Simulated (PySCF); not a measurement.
PySCF input file for Si(Cl)(Me)2(SH) (C₂H₇ClSSi), SMILES C[Si](C)(S)Cl, PBE/pcSseg-1. The structure is a stationary point at B3LYP-D3(BJ)/def2-SVP. Other conformers were not sampled.

```python
import numpy as np
from pyscf import gto, scf, dft
from pyscf.prop.nmr import rks as nmr

mol = gto.M(
    atom='''
    C    -1.38797434   -0.16891312   -1.55146809
    Si   -0.35184032   -0.03721522    0.00000000
    C    -1.38797434   -0.16891312    1.55146809
    S     0.85400060    1.75832811   -0.00000000
    Cl    1.04463085   -1.58835118   -0.00000000
    H    -2.11383826    0.65951520   -1.60165451
    H    -0.75012477   -0.12435241   -2.44679346
    H    -1.94645033   -1.11895001   -1.56325861
    H    -0.75012477   -0.12435241    2.44679345
    H    -1.94645033   -1.11895001    1.56325861
    H    -2.11383826    0.65951520    1.60165450
    H    -0.22045077    2.58426536    0.00000000
    ''',
    basis='pcSseg-1',
    charge=0,
    spin=0,
    max_memory=1600,
    verbose=3,
)
mf = dft.RKS(mol, xc='pbe')
mf.grids.level = 3
mf.conv_tol = 1e-10
mf.max_cycle = 100
mf.kernel()
n = nmr.NMR(mf)
n.verbose = 2
n.max_cycle_cphf = 60
sigma = n.kernel()
print('atom   isotropic/ppm   span/ppm')
for i, s in enumerate(sigma):
    w = np.linalg.eigvalsh((s + s.T) / 2)
    print(f'{mol.atom_symbol(i):2s}{i + 1:3d} {w.mean():14.3f} {w[2] - w[0]:11.3f}')
```

Output:

```
converged SCF energy = -1227.74296704927
atom   isotropic/ppm   span/ppm
C   1        168.912      25.488
Si  2        277.280      45.653
C   3        168.912      25.488
S   4        655.373     221.279
Cl  5        885.781     151.039
H   6         30.916       9.586
H   7         30.384       9.186
H   8         30.540      10.316
H   9         30.384       9.186
H  10         30.540      10.316
H  11         30.916       9.586
H  12         31.011      17.995
```

Self-consistency was reached.

Cost: about 60 core-seconds (a rough figure).
